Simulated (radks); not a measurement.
Species: Mo31+. Configuration: [Ne] 4f1 (not the ground configuration). Calculated with a radial shooting solver on a logarithmic mesh with Libxc functionals: Dirac Kohn-Sham, BP86, spin-unpolarised, spherical densities, finite nucleus; open shells fill j = l - 1/2 first; Fermi nuclear charge, rms radius 4.4091 fm.

Unscreened Slater integrals over Kohn-Sham orbitals (hartree). Large and small components are both included. Empty in this configuration: 3s1/2.

| integral | value |
|---|---|
| F0(4f5/2,4f5/2) | 1.6211 |
| F2(4f5/2,4f5/2) | 0.90429 |
| F4(4f5/2,4f5/2) | 0.60318 |
| F0(4f5/2,2p3/2) | 2.0192 |
| F2(4f5/2,2p3/2) | 0.24784 |
| G2(4f5/2,2p3/2) | 0.057146 |
| G4(4f5/2,2p3/2) | 0.037092 |
| F0(4f5/2,2p1/2) | 2.0196 |
| G2(4f5/2,2p1/2) | 0.052180 |
| F0(4f5/2,2s1/2) | 2.0176 |
| G3(4f5/2,2s1/2) | 0.063202 |
| F0(4f5/2,3s1/2) | 1.8770 |
| G3(4f5/2,3s1/2) | 0.61927 |
| F0(2p3/2,2p3/2) | 6.8935 |
| F2(2p3/2,2p3/2) | 3.2875 |
| F0(2p3/2,2p1/2) | 7.0086 |
| G2(2p3/2,2p1/2) | 3.2721 |
| F0(2p3/2,2s1/2) | 6.3556 |
| G1(2p3/2,2s1/2) | 3.5998 |
| F0(2p3/2,3s1/2) | 3.2197 |
| G1(2p3/2,3s1/2) | 0.33448 |
| F0(2p1/2,2p1/2) | 7.1314 |
| F0(2p1/2,2s1/2) | 6.4415 |
| G1(2p1/2,2s1/2) | 3.5627 |
| F0(2p1/2,3s1/2) | 3.2370 |
| G1(2p1/2,3s1/2) | 0.33747 |
| F0(2s1/2,2s1/2) | 6.0132 |
| F0(2s1/2,3s1/2) | 3.1533 |
| G0(2s1/2,3s1/2) | 0.27381 |
| F0(3s1/2,3s1/2) | 2.4599 |
